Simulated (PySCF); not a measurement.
## Peak assignment

Mapped SMILES: `[NH2:1][c:2]1[cH:3][cH:4][cH:5][c:6]([Cl:7])[cH:8]1`; H(Xn) means a hydrogen on atom n.

Level of theory: coordinates at the PBE0-D3(BJ)/def2-TZVP level, shieldings: GIAO B97-2/pcSseg-2, in PySCF 2.14.0 with density-fitted response routines (one conformer, no relativistic terms, no solvent, one averaged value for each set of equivalent atoms).

Referencing at the same level of theory: 13C, 1H against TMS.

Question: Assign these signals to the numbered atoms. 13C{1H} NMR (computed): δ 155.4 (C), 149.0 (C), 137.1 (CH), 123.8 (CH), 119.2 (CH), 116.0 (CH).

Answer: 
155.4 → C2, aromatic carbon bearing nitrogen: the electronegative substituent deshields the carbon that carries it
149.0 → C6, aromatic carbon bearing chlorine
137.1 → C4, aromatic CH: the aromatic region
123.8 → C5, aromatic CH
119.2 → C8, aromatic CH: resonance donation from the substituent shields this position
116.0 → C3, aromatic CH

Question: Assign these signals to the numbered atoms. 1H NMR (500 MHz, computed): δ 7.25 (m, 1H), 6.85 (d, 1H), 6.73 (s, 1H), 6.52 (d, 1H), 3.40 (br s, 2H).

Answer: 
| δ (ppm) | atoms | environment | reason |
| --- | --- | --- | --- |
| 7.25 | H(C4) | hydrogen on an aromatic CH | it sits in the deshielding region of the aromatic ring current |
| 6.85 | H(C5) | hydrogen on an aromatic CH | – |
| 6.73 | H(C8) | hydrogen on an aromatic CH | – |
| 6.52 | H(C3) | hydrogen on an aromatic CH | – |
| 3.40 | H(N1) | hydrogen on an aniline-type nitrogen | exchangeable, gas-phase position |

H(C5) and H(C8) lie closer than the usual error of such a calculation, so a measured spectrum could show them in the other order.

OH and NH positions are those of a molecule without intermolecular hydrogen bonds; in solution they move with solvent, concentration and temperature, and exchange usually removes their couplings. Carbons that carry Cl, above all several Cl atoms, come out too deshielded, partly because spin–orbit coupling is missing. Shifts are as computed. Against solution values, carbons near 30 ppm lie about +3 ppm off and those near 130 ppm about +7 ppm; carbons on Cl a further +5 ppm. Of 1211 compounds with measured shifts, 218 miss one by over three times the rms of a fit or turn the order of signals round; such compounds aren't used in these exercises. Multiplicities follow the n + 1 count of equivalent neighbours, as no J values were calculated; m marks all less simple cases, F and P coupling included.
